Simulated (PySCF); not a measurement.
C₃H₉FOSi₂.
Geometry (GFN2-xTB, Å), atoms numbered from 1 in this order:
```xyz
16
C3H9FOSi2 angstrom
F      2.916   -1.262   -1.373
C      2.121   -0.511   -0.586
C      1.845   -0.890    0.652
O      1.077   -0.221    1.513
Si     0.159    1.130    1.380
C     -1.185    0.977    0.048
Si    -2.056   -0.715   -0.029
H      1.769    0.384   -1.073
H      2.254   -1.809    1.054
H     -0.375    1.134    2.734
H      1.017    2.287    1.099
H     -0.763    1.191   -0.935
H     -1.933    1.750    0.220
H     -2.724   -0.990    1.244
H     -1.075   -1.763   -0.322
H     -3.055   -0.683   -1.103
```

Level of theory: TDDFT PBE0/def2-SVPD, vertical, gas phase, core orbitals frozen in the response in PySCF 2.14.0, density-fitted response routines.

Kohn–Sham orbitals with the atoms that hold most of them (Löwdin shares over 4%, at most four atoms; ? is withheld):

```json
{"orbital": "HOMO-3", "ε (eV)": "-9.69", "atoms": "Si7 36%, H15 32%, C6 9%, H14 8%"}
{"orbital": "HOMO-2", "ε (eV)": "-9.08", "atoms": "O4 24%, Si5 17%, H10 12%, C6 11%"}
{"orbital": "HOMO-1", "ε (eV)": "-8.87", "atoms": "?"}
{"orbital": "HOMO", "ε (eV)": "?", "atoms": "?"}
{"orbital": "LUMO", "ε (eV)": "0.06", "atoms": "Si7 13%, Si5 12%, C3 10%, C2 10%"}
{"orbital": "LUMO+1", "ε (eV)": "0.24", "atoms": "Si5 28%, Si7 14%, C6 9%, O4 9%"}
{"orbital": "LUMO+2", "ε (eV)": "0.60", "atoms": "C2 24%, C3 22%, O4 7%, Si5 7%"}
```

Q: Give the leading atoms of the HOMO-1.

A: C6 (bonded to 2 Si and 2 H) 33%; Si5 (bonded to C, O and 2 H) 17%; Si7 (bonded to C and 3 H) 17%; H16 (bonded to Si) 11%. By element: silicon 34%, carbon 33% or more, hydrogen 11% or more.

Q: Give the leading atoms of the HOMO.

A: C2 (bonded to C, F and H) 31%; C3 (bonded to C, O and H) 24%; O4 (bonded to C and Si) 21%; F1 (bonded to C) 14%. By element: carbon 55% or more, oxygen 21%, fluorine 14%.

Q: What is the HOMO energy, and the HOMO–LUMO gap?

A: ε(HOMO) = -6.89 eV; the gap is 6.95 eV (0.2555 hartree).

Q: The HOMO–LUMO gap is 6.95 eV. Where does the response calculation put the lowest singlet, and from which orbitals?

A: S1 is at 5.90 eV (f = 0.0033), 1.06 eV below the gap, made of HOMO→LUMO+1 (67%), HOMO→LUMO (25%). Its leading pair isn't HOMO and LUMO; the energies of that pair differ by 7.13 eV. 

Next come S2 at 6.07 eV (f 0.019), HOMO→LUMO (64%), HOMO→LUMO+1 (29%); S3 at 6.65 eV (f 0.064), HOMO→LUMO+3 (33%), HOMO→LUMO+5 (22%), HOMO→LUMO+2 (22%); S4 at 6.86 eV (f 0.025), HOMO→LUMO+3 (40%), HOMO→LUMO+5 (25%), HOMO→LUMO+6 (11%); S5 at 6.97 eV (f 0.057), HOMO→LUMO+2 (44%), HOMO→LUMO+4 (22%), HOMO→LUMO+5 (21%).

Cost: about 90 s of CPU time on one thread; the machine was shared, so the figure is rough.

One conformer stands for the species.
